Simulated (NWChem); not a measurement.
System: HSO₃ anion

NWChem input:

```
start job
memory heap 200 mb stack 700 mb global 900 mb
charge -1
geometry units angstroms noautosym nocenter noautoz
  O      1.388240     0.280535     0.244003
  S      0.011606     0.183620    -0.402082
  O     -1.017255     1.007928     0.335458
  O     -0.403948    -1.504584     0.067778
  H      0.263780    -1.679806     0.749432
end
basis spherical
  * library def2-tzvp
end
dft
  xc hfexch
  iterations 150
end
property
  efieldgrad
end
task dft property
```

NWChem printed, in part:

```
             Northwest Computational Chemistry Package (NWChem) 7.3.0
             --------------------------------------------------------

                             Geometry "geometry" -> ""
                             -------------------------

 Output coordinates in angstroms (scale by  1.889725989 to convert to a.u.)

  No.       Tag          Charge          X              Y              Z
 ---- ---------------- ---------- -------------- -------------- --------------
    1 O                    8.0000     1.38824000     0.28053500     0.24400300
    2 S                   16.0000     0.01160600     0.18362000    -0.40208200
    3 O                    8.0000    -1.01725500     1.00792800     0.33545800
    4 O                    8.0000    -0.40394800    -1.50458400     0.06777800
    5 H                    1.0000     0.26378000    -1.67980600     0.74943200

 Effective nuclear repulsion energy (a.u.)     178.1894729368

  xc_inp: hfexch multiplicative factor not found.
                              NWChem Property Module
                              ----------------------

  itol2e modified to match energy
  convergence criterion.

                                 NWChem DFT Module
                                 -----------------

 Summary of "ao basis" -> "ao basis" (spherical)
 ------------------------------------------------------------------------------
       Tag                 Description            Shells   Functions and Types
 ---------------- ------------------------------  ------  ---------------------
 O                         def2-tzvp                11       31   5s3p2d1f
 S                         def2-tzvp                13       37   5s5p2d1f
 H                         def2-tzvp                 4        6   3s1p

  itol2e modified to match energy
  convergence criterion.

            General Information
            -------------------
          SCF calculation type: DFT
          Wavefunction type:  closed shell.
          No. of atoms     :     5
          No. of electrons :    42
           Alpha electrons :    21
            Beta electrons :    21
          Charge           :    -1
          Spin multiplicity:     1
          Use of symmetry is: off; symmetry adaption is: off
          Maximum number of iterations: 150
          AO basis - number of functions:   136
                     number of shells:    50
          Convergence on energy requested:  1.00D-07
          Convergence on density requested:  1.00D-05
          Convergence on gradient requested:  5.00D-04

              XC Information
              --------------
                     Hartree-Fock (Exact) Exchange  1.000

      Superposition of Atomic Density Guess
      -------------------------------------

 Sum of atomic energies:        -622.33223228

 Renormalizing density from      41.00 to     42

      Non-variational initial energy
      ------------------------------

 Total energy =    -632.353987
 1-e energy   =   -1244.039926
 2-e energy   =     433.496466
 HOMO         =       0.064268
 LUMO         =       0.325888

   convergence    iter        energy       DeltaE   RMS-Dens  Diis-err
 ---------------- ----- ----------------- --------- --------- ---------
 d= 0,ls=0.0,diis     1   -622.5577279911 -8.01D+02  1.04D-02  3.26D+00
 d= 0,ls=0.0,diis     2   -622.7273682437 -1.70D-01  3.51D-03  9.61D-01
 d= 0,ls=0.0,diis     3   -622.8052571222 -7.79D-02  6.25D-04  4.30D-02
 d= 0,ls=0.0,diis     4   -622.8088723193 -3.62D-03  3.12D-04  1.47D-03
 d= 0,ls=0.0,diis     5   -622.8091814499 -3.09D-04  8.44D-05  1.91D-04
  Resetting Diis
 d= 0,ls=0.0,diis     6   -622.8092133603 -3.19D-05  3.56D-05  2.80D-05
 d= 0,ls=0.0,diis     7   -622.8092188562 -5.50D-06  1.46D-05  3.11D-06
 d= 0,ls=0.0,diis     8   -622.8092197526 -8.96D-07  7.44D-06  9.41D-07
 d= 0,ls=0.0,diis     9   -622.8092200066 -2.54D-07  8.95D-06  4.02D-07
 d= 0,ls=0.0,diis    10   -622.8092201428 -1.36D-07  1.02D-06  1.08D-08
 d= 0,ls=0.0,diis    11   -622.8092201453 -2.50D-09  4.02D-07  1.31D-09

         Total DFT energy =     -622.809220145307
      One electron energy =    -1224.980754509144
           Coulomb energy =      474.346162133038
    Exchange-Corr. energy =      -50.364100705965
 Nuclear repulsion energy =      178.189472936765

 Numeric. integr. density =        0.000000000000

                       DFT Final Molecular Orbital Analysis
                       ------------------------------------

 Vector   19  Occ=2.000000D+00  E=-2.555079D-01
              MO Center=  3.0D-02,  5.3D-01,  2.1D-01, r^2= 2.4D+00
   Bfn.  Coefficient  Atom+Function         Bfn.  Coefficient  Atom+Function
  ----- ------------  ---------------      ----- ------------  ---------------
    76     -0.228203  3 O  pz                75      0.210029  3 O  py
     8      0.207762  1 O  pz                79     -0.206626  3 O  pz
    78      0.191558  3 O  py                11      0.187626  1 O  pz
     6     -0.158844  1 O  px                82     -0.155900  3 O  pz
    81      0.151530  3 O  py                 9     -0.146981  1 O  px

 Vector   20  Occ=2.000000D+00  E=-2.346837D-01
              MO Center=  1.3D-01,  4.5D-01,  2.3D-01, r^2= 2.4D+00
   Bfn.  Coefficient  Atom+Function         Bfn.  Coefficient  Atom+Function
  ----- ------------  ---------------      ----- ------------  ---------------
    74     -0.266673  3 O  px                 7      0.253679  1 O  py
    77     -0.243489  3 O  px                10      0.231174  1 O  py
    13      0.186576  1 O  py                80     -0.187454  3 O  px
    75     -0.154328  3 O  py                 6     -0.146098  1 O  px
    78     -0.141855  3 O  py                 9     -0.132160  1 O  px

 Vector   21  Occ=2.000000D+00  E=-1.786940D-01
              MO Center=  1.9D-02,  1.6D-01, -2.2D-01, r^2= 2.5D+00
   Bfn.  Coefficient  Atom+Function         Bfn.  Coefficient  Atom+Function
  ----- ------------  ---------------      ----- ------------  ---------------
    36      0.351781  2 S  s                 48     -0.276175  2 S  pz
    76      0.242409  3 O  pz                51     -0.233557  2 S  pz
     8      0.226320  1 O  pz                82      0.218263  3 O  pz
    79      0.214954  3 O  pz                35      0.204711  2 S  s
    11      0.201376  1 O  pz                14      0.201909  1 O  pz

 Vector   22  Occ=0.000000D+00  E= 3.307182D-01
              MO Center=  4.1D-01, -1.7D+00,  9.1D-01, r^2= 3.6D+00
   Bfn.  Coefficient  Atom+Function         Bfn.  Coefficient  Atom+Function
  ----- ------------  ---------------      ----- ------------  ---------------
   133      1.834179  5 H  s                104     -1.374783  4 O  s
   111     -0.356064  4 O  px               113     -0.307636  4 O  pz
    50     -0.282214  2 S  py                13      0.239996  1 O  py
     5     -0.201125  1 O  s                 47     -0.195896  2 S  py
   103      0.193873  4 O  s                102     -0.177242  4 O  s

 Vector   23  Occ=0.000000D+00  E= 3.678572D-01
              MO Center=  1.8D-01,  1.5D-01, -3.6D-01, r^2= 3.8D+00
   Bfn.  Coefficient  Atom+Function         Bfn.  Coefficient  Atom+Function
  ----- ------------  ---------------      ----- ------------  ---------------
    50      1.381408  2 S  py               133      0.926330  5 H  s
    49      0.612447  2 S  px               112      0.601190  4 O  py
     5     -0.553442  1 O  s                104      0.451108  4 O  s
   113     -0.343382  4 O  pz                47      0.320311  2 S  py
    81     -0.278288  3 O  py                13     -0.257932  1 O  py

 Vector   24  Occ=0.000000D+00  E= 4.118271D-01
              MO Center= -5.2D-02,  1.3D-01, -8.1D-01, r^2= 3.8D+00
   Bfn.  Coefficient  Atom+Function         Bfn.  Coefficient  Atom+Function
  ----- ------------  ---------------      ----- ------------  ---------------
    49      2.143872  2 S  px                73      1.604549  3 O  s
     5     -1.525820  1 O  s                 50     -0.867349  2 S  py
    82     -0.507503  3 O  pz                12      0.463373  1 O  px
    14      0.450695  1 O  pz                46      0.423355  2 S  px
    81     -0.393081  3 O  py                80      0.258396  3 O  px

     Multipole analysis of the density
     ---------------------------------

     L   x y z        total         alpha         beta         nuclear
     -   - - -        -----         -----         ----         -------
     0   0 0 0     -1.000000    -21.000000    -21.000000     41.000000

     1   1 0 0      0.180280     -0.085389     -0.085389      0.351058
     1   0 1 0     -0.544533      0.172626      0.172626     -0.889785
     1   0 0 1     -0.364784      0.295678      0.295678     -0.956141

     2   2 0 0    -30.621087    -60.079675    -60.079675     89.538264
     2   1 1 0     -0.517174      0.873032      0.873032     -2.263238
     2   1 0 1      0.449539      0.432075      0.432075     -0.414611
     2   0 2 0    -27.637009    -67.792183    -67.792183    107.947357
     2   0 1 1     -2.493444     -1.240552     -1.240552     -0.012340
     2   0 0 2    -23.436507    -19.863270    -19.863270     16.290033

          -----------------------
          Electric field gradient
          -----------------------

 1 a.u. = 0.324123 10**(16) esu/cm**3  ( or statvolts/cm**2 ) = 0.97174 10**(22) v/m**2

 ------------------------------------------------------------
   Atom      X         Y         Z
 ------------------------------------------------------------
    1 O    2.62339   0.53013   0.46110
 ------------------------------------------------------------

 Electric field gradient in molecular frame (a.u.)
         XX             YY             ZZ             XY             XZ             YZ
 ------------------------------------------------------------------------------------------
       -1.127178       0.541363       0.585814      -0.191922      -0.883083       0.048607

 Principal components (a.u.) and orientation
 of principal axis w.r.t. absolute frame                      Asymmetry parameter eta
 --------------------------------------------------------------------------------------
       -1.513049       0.991973       0.521076                       0.311224

        0.919649      -0.391343       0.033097
        0.076800       0.261842       0.962050
        0.385158       0.882207      -0.270859

 ------------------------------------------------------------
   Atom      X         Y         Z
 ------------------------------------------------------------
    2 S    0.02193   0.34699  -0.75982
 ------------------------------------------------------------

 Electric field gradient in molecular frame (a.u.)
         XX             YY             ZZ             XY             XZ             YZ
 ------------------------------------------------------------------------------------------
       -0.447310      -2.249122       2.696432      -0.578865       0.339228       0.737330

 Principal components (a.u.) and orientation
 of principal axis w.r.t. absolute frame                      Asymmetry parameter eta
 --------------------------------------------------------------------------------------
        2.823900      -2.542302      -0.281598                       0.800561

        0.078616       0.285991       0.955002
        0.134596       0.946150      -0.294420
        0.987777      -0.151686      -0.035889

 ------------------------------------------------------------
   Atom      X         Y         Z
 ------------------------------------------------------------
    3 O   -1.92233   1.90471   0.63392
 ------------------------------------------------------------

 Electric field gradient in molecular frame (a.u.)
         XX             YY             ZZ             XY             XZ             YZ
 ------------------------------------------------------------------------------------------
       -0.312524      -0.260334       0.572858       0.722693       0.774848      -0.510524

 Principal components (a.u.) and orientation
 of principal axis w.r.t. absolute frame                      Asymmetry parameter eta
 --------------------------------------------------------------------------------------
       -1.428544       1.029805       0.398739                       0.441755

        0.680045       0.460433       0.570561
       -0.602972      -0.091482       0.792500
       -0.417089       0.882968      -0.215416

 ------------------------------------------------------------
   Atom      X         Y         Z
 ------------------------------------------------------------
    4 O   -0.76335  -2.84325   0.12808
 ------------------------------------------------------------

 Electric field gradient in molecular frame (a.u.)
         XX             YY             ZZ             XY             XZ             YZ
 ------------------------------------------------------------------------------------------
        0.511936      -0.623376       0.111440      -0.045248      -1.135506       1.113616

 Principal components (a.u.) and orientation
 of principal axis w.r.t. absolute frame                      Asymmetry parameter eta
 --------------------------------------------------------------------------------------
        1.733748      -1.647064      -0.086684                       0.900004

        0.647941       0.325819       0.688488
       -0.335506      -0.689401       0.641998
       -0.683819       0.646969       0.337377

 ------------------------------------------------------------
   Atom      X         Y         Z
 ------------------------------------------------------------
    5 H    0.49847  -3.17437   1.41622
 ------------------------------------------------------------

 Electric field gradient in molecular frame (a.u.)
         XX             YY             ZZ             XY             XZ             YZ
 ------------------------------------------------------------------------------------------
       -0.084901       0.186121      -0.101220       0.079817      -0.346170       0.104269

 Principal components (a.u.) and orientation
 of principal axis w.r.t. absolute frame                      Asymmetry parameter eta
 --------------------------------------------------------------------------------------
       -0.465424       0.258387       0.207037                       0.110331

        0.682047       0.637713       0.357957
       -0.196293      -0.311872       0.929626
        0.704472      -0.704313      -0.087533
```

Level: Hartree-Fock/def2-TZVP. Sets without diffuse functions describe the anion's extra electron poorly. Geometry: optimised at B3LYP/def2-SVPD. NWChem prints the field gradient with the sign opposite to the second derivative of the potential.
